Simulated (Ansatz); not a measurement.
Born–Oppenheimer molecular dynamics of CH3ClZn (6 atoms, charge 0, multiplicity 1). It goes on from the last frame of an earlier run, with new velocities.

All numbers below come from RKS PBE0-D4/def2-SVP in Ansatz 0.2.0.

| Property | Result |
| --- | --- |
| ensemble | NVT, Langevin thermostat |
| time step | 0.5 fs |
| steps asked | 250 |
| set temperature | 3000 K |
| friction | 0.01 /fs |
| seed | 595087 |

Frames 2.5 fs apart, positions in Å, forces in eV/Å.

Velocities at 55 fs (Å/ps):

```
Zn -5.54 3.95 -3.18
C 17.06 15.47 4.70
H -44.77 -13.29 40.95
H 40.74 33.53 59.27
H -92.03 30.50 -61.04
Cl -2.01 6.31 0.76
```

```xyz
6
Properties=species:S:1:pos:R:3:forces:R:3 time_fs=55 energy_less_start_eV=0.279 T=2363
Zn 1.240 0.748 -1.505 2.53 -0.69 0.31
C 3.063 1.301 -1.693 -1.44 1.64 1.07
H 2.653 2.348 -1.387 1.29 -0.87 -0.73
H 4.032 1.166 -1.258 0.45 -0.52 1.31
H 3.321 1.290 -2.726 -0.25 0.31 -1.58
Cl -0.682 0.995 -1.961 -2.58 0.14 -0.38
6
Properties=species:S:1:pos:R:3:forces:R:3 time_fs=57.5 energy_less_start_eV=0.644 T=1907
Zn 1.226 0.755 -1.511 3.31 -0.73 0.55
C 3.099 1.342 -1.677 -0.23 0.50 -0.99
H 2.599 2.299 -1.339 1.15 0.16 -0.36
H 4.127 1.230 -1.104 -2.23 -0.15 -1.41
H 3.083 1.387 -2.885 0.79 0.01 2.69
Cl -0.688 1.015 -1.957 -2.79 0.20 -0.48
6
Properties=species:S:1:pos:R:3:forces:R:3 time_fs=60 energy_less_start_eV=1.222 T=1150
Zn 1.215 0.758 -1.519 3.68 -0.70 0.68
C 3.134 1.381 -1.659 -1.03 -1.45 -2.09
H 2.623 2.233 -1.324 -0.29 2.65 0.75
H 4.125 1.315 -1.037 -1.71 -0.45 -1.91
H 2.900 1.475 -2.895 2.06 -0.29 3.06
Cl -0.702 1.037 -1.947 -2.71 0.24 -0.49
6
Properties=species:S:1:pos:R:3:forces:R:3 time_fs=62.5 energy_less_start_eV=1.071 T=1506
Zn 1.213 0.762 -1.527 3.59 -0.45 0.79
C 3.170 1.416 -1.664 -5.83 0.63 -0.94
H 2.634 2.307 -1.287 0.38 0.77 0.36
H 4.032 1.374 -1.061 1.76 -0.83 -0.09
H 2.830 1.558 -2.736 2.44 -0.31 0.30
Cl -0.723 1.056 -1.934 -2.34 0.19 -0.42
6
Properties=species:S:1:pos:R:3:forces:R:3 time_fs=65 energy_less_start_eV=1.245 T=1152
Zn 1.214 0.768 -1.531 3.35 -0.12 0.59
C 3.176 1.452 -1.682 -5.29 0.98 5.46
H 2.664 2.421 -1.256 0.81 -0.87 -0.20
H 4.025 1.424 -1.088 2.28 -0.88 0.38
H 2.923 1.649 -2.611 0.78 0.79 -5.93
Cl -0.744 1.074 -1.911 -1.93 0.11 -0.29
6
Properties=species:S:1:pos:R:3:forces:R:3 time_fs=67.5 energy_less_start_eV=0.501 T=2259
Zn 1.217 0.773 -1.531 2.99 0.19 0.19
C 3.164 1.488 -1.680 -2.33 2.14 1.53
H 2.720 2.490 -1.238 0.77 -1.23 -0.46
H 4.154 1.434 -1.104 -1.27 -0.65 -1.31
H 3.070 1.769 -2.753 1.20 -0.44 0.19
Cl -0.772 1.087 -1.886 -1.36 0.00 -0.14
6
Properties=species:S:1:pos:R:3:forces:R:3 time_fs=70 energy_less_start_eV=0.706 T=2256
Zn 1.222 0.778 -1.526 2.38 0.50 -0.19
C 3.133 1.542 -1.669 0.91 1.22 -2.47
H 2.817 2.533 -1.280 0.16 0.08 0.16
H 4.213 1.381 -1.186 -2.47 -0.29 -1.11
H 3.261 1.885 -2.929 -0.17 -1.37 3.61
Cl -0.799 1.096 -1.863 -0.82 -0.13 0.00
6
Properties=species:S:1:pos:R:3:forces:R:3 time_fs=72.5 energy_less_start_eV=0.442 T=2687
Zn 1.229 0.781 -1.520 1.69 0.92 -0.44
C 3.098 1.609 -1.683 1.85 -0.77 -3.63
H 2.942 2.591 -1.327 -0.35 1.62 1.03
H 4.144 1.302 -1.328 -1.62 -0.19 0.01
H 3.401 1.933 -2.885 -1.26 -1.31 2.93
Cl -0.829 1.104 -1.837 -0.30 -0.27 0.11
6
Properties=species:S:1:pos:R:3:forces:R:3 time_fs=75 energy_less_start_eV=0.243 T=2584
Zn 1.239 0.784 -1.512 0.97 1.34 -0.66
C 3.072 1.668 -1.713 -1.82 0.72 0.87
H 3.042 2.703 -1.297 -0.22 -0.57 0.54
H 3.982 1.219 -1.448 1.41 -1.29 1.77
H 3.446 1.923 -2.662 -0.54 0.20 -2.73
Cl -0.860 1.110 -1.809 0.20 -0.40 0.20
6
Properties=species:S:1:pos:R:3:forces:R:3 time_fs=77.5 energy_less_start_eV=0.539 T=1595
Zn 1.247 0.785 -1.503 0.34 1.65 -0.81
C 3.044 1.718 -1.733 -0.97 -0.05 4.78
H 3.119 2.785 -1.235 -0.34 -2.19 -0.18
H 3.898 1.069 -1.456 -0.24 0.10 1.23
H 3.469 1.931 -2.608 0.68 0.98 -5.28
Cl -0.885 1.115 -1.782 0.51 -0.49 0.26
6
Properties=species:S:1:pos:R:3:forces:R:3 time_fs=80 energy_less_start_eV=0.421 T=1397
Zn 1.253 0.785 -1.494 -0.20 1.79 -0.83
C 3.014 1.758 -1.736 3.00 -1.73 -0.85
H 3.150 2.747 -1.197 -0.30 -1.17 -0.07
H 3.827 0.921 -1.364 -1.59 2.27 -0.40
H 3.471 1.976 -2.822 -1.60 -0.60 1.87
Cl -0.902 1.115 -1.762 0.70 -0.55 0.27
6
Properties=species:S:1:pos:R:3:forces:R:3 time_fs=82.5 energy_less_start_eV=0.651 T=1305
Zn 1.257 0.792 -1.485 -0.67 1.87 -0.80
C 2.989 1.789 -1.738 1.81 -4.66 -3.09
H 3.164 2.646 -1.178 0.07 2.05 1.39
H 3.663 0.911 -1.272 -0.67 2.04 -1.10
H 3.385 1.979 -2.925 -1.34 -0.70 3.33
Cl -0.915 1.108 -1.744 0.79 -0.59 0.27
```

Of the whole run (125 fs, mean temperature of the second half 1729 K): The mean temperature of the second half is 42 % below the set value. A run of 0.12 ps of so small a system gives no equilibrium averages.

Time of the run: 6.3 min on 2 threads of Intel(R) Xeon(R) Platinum 8259CL CPU @ 2.50GHz (Skylake/Cascade Lake), on a shared host, peak memory 0.18 GiB.
